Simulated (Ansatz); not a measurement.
`[NH2][Ge][F]` + HBr → `[F][Ge][Br]` + NH₃ at 600 K and 1 bar (ligand exchange at a Ge–N bond).

Calculated with Ansatz (gas phase, PBE0-D4/def2-TZVP geometries, no zero-point term in ΔE). CCSD(T)/CBS is the MP2 limit (def2-TZVPP, def2-QZVPP) plus CCSD(T) − MP2 in def2-TZVPP, frozen cores. This one scheme is used for every species. For Br, Ge outer-core shells are correlated without core-valence functions, which leaves a few kJ/mol of doubt a bond. Scalar relativity is left out up to krypton. One conformer a species, not always the lowest.

| species | CCSD(T)/CBS energy (Eh) | H − E (kJ/mol) | S (J/(mol·K)) |
| --- | --- | --- | --- |
| `[NH2][Ge][F]` | -2231.86581 | 107.5 | 335.1 |
| HBr | -2573.91920 | 33.5 | 219.1 |
| `[F][Ge][Br]` | -4749.29775 | 36.2 | 338.9 |
| NH₃ | -56.50880 | 112.4 | 219.5 |

H − E and S are ideal-gas, rigid-rotor, harmonic terms from PBE0-D4/def2-TZVP, for one conformer and one mirror image of each species. 1 Eh = 2625.50 kJ/mol, R = 8.31446 J/(mol·K).

Problem. By hand: ΔE, ΔH, ΔS and ΔG.

Solution. ΔE = (-4749.29775) + (-56.50880) − (-2231.86581) − (-2573.91920) = -0.02154 Eh = -56.6 kJ/mol. Δ(H − E) = 36.2 + 112.4 − 107.5 − 33.5 = 7.6, so ΔH = -49.0 kJ/mol. ΔS = 338.9 + 219.5 − 335.1 − 219.1 = 4.2 J/(mol·K). ΔG = -49.0 − 600 × (4.2)/1000 = -51.5 kJ/mol.

Problem. By hand: the equilibrium constant, and the temperature at which ΔG would vanish if ΔH and ΔS stayed fixed.

Solution. log₁₀ K = −ΔG/(RT ln 10) = 4.5. ΔH and −TΔS have one sign here, so there is no such temperature. One of them is within its doubt of zero, so this could turn.

The number of gas molecules stays the same, so ΔS is small and ΔH decides. A doubt of 5 kJ/mol in ΔE shifts log₁₀ K by 0.4 here. Other conformers and mirror images would add mixing entropy, several J/(mol·K) or more a flexible species. These are equilibria of isolated gas molecules and say nothing of rates. Largest T1 diagnostic: 0.014 (customary marks: 0.02 for closed shells, 0.045 for open ones).
